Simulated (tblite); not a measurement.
C₃H₇ClO₃Si.
SMILES with atom numbers: `[CH3:1][O:2][C@@H:3]1[CH2:4][O:5][Si@@H:6]([Cl:7])[O:8]1` (hydrogens: H9, H10, H11 on C1; H12 on C3; H13, H14 on C4; H15 on Si6)

Computed with GFN2-xTB (tblite), gas phase: L-BFGS steps from a force-field or distance-geometry start until the largest atomic force falls under 0.01 eV/Å.

Step 12: E = -778.6073 eV
```
atom  x, y, z in Å  |  force x, y, z in eV/Å
C1      2.2468    0.9175   -0.0304    0.009  -0.011   0.018
O2      1.3587    0.0004   -0.6471   -0.016   0.096  -0.143
C3      0.2407   -0.2603    0.1000    0.060  -0.074   0.064
C4     -0.5917   -1.3845   -0.5329    0.103  -0.006  -0.039
O5     -1.9039   -1.2188   -0.0781    0.016   0.020  -0.012
Si6    -2.1639    0.3417    0.3538   -0.071   0.038  -0.032
Cl7    -2.7889    0.4885    2.2381   -0.035  -0.033  -0.093
O8     -0.6180    0.8522    0.1973    0.009  -0.045   0.128
H9      1.7935    1.9074    0.0654   -0.022  -0.016  -0.070
H10     3.1272    0.9629   -0.6680   -0.036   0.006   0.022
H11     2.5168    0.5607    0.9691    0.080  -0.015   0.006
H12     0.5277   -0.5372    1.1325   -0.003  -0.022   0.037
H13    -0.5318   -1.2814   -1.6199   -0.111   0.077  -0.018
H14    -0.2293   -2.3728   -0.2605    0.016  -0.061   0.138
H15    -2.9883    1.0316   -0.6081    0.000   0.045  -0.007
```

Step 13: E = -778.6111 eV
```
atom  x, y, z in Å  |  force x, y, z in eV/Å
C1      2.2445    0.9177   -0.0358   -0.014  -0.005   0.010
O2      1.3514    0.0066   -0.6549   -0.045   0.105  -0.061
C3      0.2412   -0.2623    0.1052    0.086   0.009  -0.034
C4     -0.5892   -1.3838   -0.5305    0.022  -0.058   0.012
O5     -1.9046   -1.2160   -0.0794    0.049  -0.026  -0.034
Si6    -2.1683    0.3424    0.3590    0.027  -0.015  -0.080
Cl7    -2.8077    0.4875    2.2350   -0.053  -0.034  -0.051
O8     -0.6195    0.8476    0.2155    0.054  -0.037   0.134
H9      1.7955    1.9095    0.0649   -0.026  -0.024  -0.068
H10     3.1245    0.9644   -0.6732   -0.026  -0.005   0.017
H11     2.5108    0.5545    0.9621    0.100  -0.008   0.007
H12     0.5396   -0.5400    1.1322    0.011  -0.045   0.066
H13    -0.5239   -1.2846   -1.6167   -0.126   0.106  -0.040
H14    -0.2280   -2.3739   -0.2587   -0.008  -0.035   0.153
H15    -2.9705    1.0384   -0.6137   -0.053   0.071  -0.032
```

Question: Estimate the geometry and energy of step 14. (The exact step hangs on the optimiser's Hessian estimate; all steps are aligned on step 13, rigid shifts and turns removed.)

Answer: E = -778.6157 eV, largest force 0.191 eV/Å
```
atom  x, y, z in Å  |  force x, y, z in eV/Å
C1      2.2416    0.9179   -0.0418   -0.031   0.010  -0.002
O2      1.3422    0.0159   -0.6654   -0.069   0.089   0.056
C3      0.2431   -0.2650    0.1111    0.085   0.088  -0.118
C4     -0.5857   -1.3840   -0.5277   -0.068  -0.094   0.063
O5     -1.9046   -1.2132   -0.0815    0.069  -0.070  -0.049
Si6    -2.1731    0.3431    0.3634    0.130  -0.064  -0.125
Cl7    -2.8306    0.4856    2.2301   -0.072  -0.035  -0.016
O8     -0.6202    0.8414    0.2395    0.092  -0.026   0.129
H9      1.7973    1.9115    0.0628   -0.026  -0.022  -0.049
H10     3.1208    0.9661   -0.6788   -0.003  -0.016   0.001
H11     2.5059    0.5471    0.9541    0.104   0.002  -0.005
H12     0.5538   -0.5441    1.1329    0.038  -0.068   0.063
H13    -0.5175   -1.2862   -1.6134   -0.121   0.111  -0.042
H14    -0.2266   -2.3758   -0.2534   -0.035   0.007   0.142
H15    -2.9508    1.0477   -0.6208   -0.093   0.086  -0.046
```

The energy changes by -0.0046 eV. The first-order estimate −F·Δx gives -0.0061 eV and the mean of the old and new forces, exact on a quadratic surface, -0.0046 eV. The step makes an angle of 73° with the force vector and moves no atom by more than 0.025 Å.

The cost below is that of the whole relaxation. The run took 1.1 s wall on an Arm Neoverse N1 with one thread, no GPU (shared host).
